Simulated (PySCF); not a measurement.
NICS in one family of compounds.

Probes without a nucleus sit at each ring's centroid and 1 Å off its mean plane on both sides; NICS is minus the shielding there, NICSzz its component along the normal. Level: GIAO PBE0/pcSseg-1 (PySCF, non-relativistic, gas phase) on the GFN2-xTB geometries, one conformer each. Atom numbers follow the mapped SMILES.

Question: Order these rings by mean NICS(1)zz, lowest (most negative) first (ppm).
A. ring C3–C4–C5–C6–O7 in `[H]/[N:1]=[CH:2]\[c:3]1[cH:4][cH:5][cH:6][o:7]1`
B. ring C6–C7–C8–C9–O10 in `[CH3:1][Si:2]([CH3:3])([CH3:4])[O:5][c:6]1[cH:7][cH:8][cH:9][o:10]1`
C. ring C5–C6–C7–C8–O9 in `[CH3:1][C:2]([CH3:3])([CH3:4])[c:5]1[cH:6][cH:7][cH:8][o:9]1`

Answer: A (-26.6), C (-25.2), B (-22.4).

| SMILES | ring | NICS(0) | NICS(1) | NICS(1)zz | HOMA | rms pucker (Å) | ring atoms with four or more neighbours |
| --- | --- | --- | --- | --- | --- | --- | --- |
| [H]/N=C\c1ccco1 | 5-membered ring with O; formal bonds all aromatic | -11.8 | -10.6 | -26.6 | 0.54 | 0.00 | 0 |
| CC(C)(C)c1ccco1 | 5-membered ring with O; formal bonds all aromatic | -11.6 | -10.1 | -25.2 | 0.45 | 0.00 | 0 |
| C[Si](C)(C)Oc1ccco1 | 5-membered ring with O; formal bonds all aromatic | -12.2 | -9.1 | -22.4 | 0.38 | 0.00 | 0 |

NICS(0) gives another order. The isotropic NICS(1) gives the same order. HOMA uses Krygowski's 1993 parameters. NICS(1) and NICS(1)zz are means over the two faces.
